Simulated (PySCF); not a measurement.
# A small calculation by hand: oscillator strength and radiative lifetime

ethenyl(ethynyl)silane (C4H6Si), SMILES C#C[SiH2]C=C.

The structure is a stationary point at PBE0-D3(BJ)/def2-SVP. The values are those of a single conformer.

TDA-PBE/def2-SVPD in PySCF puts the first singlet state with f over 0.02 at 6.97 eV (vertical), with the transition dipole (0.529, -0.211, -0.200) in atomic units.

Problem. Find the oscillator strength, the wavelength and the radiative lifetime that this transition would have in vacuum if emission retraced absorption.

Solution. 
|μ|² = 0.3644 au, so |μ| = 1.53 D. ΔE = 6.97/27.211 = 0.2561 hartree. f = (2/3) ΔE |μ|² = 0.062 (the program prints 0.062).
λ = 1239.84/6.97 = 178 nm; ν = 56217 cm⁻¹.
Einstein's coefficient A = 0.6670 ν² f s⁻¹ (ν in cm⁻¹) = 1.3e8 s⁻¹, so τ = 1/A = 7.6 ns. This state is S9; the lower singlets have f = 0.002, 0.016, 0.000, 0.011, 0.014, 0.001, 0.001, 0.003. The figure is the radiative limit of this one transition; relaxation, internal conversion, crossing to triplets and a medium change what is measured.
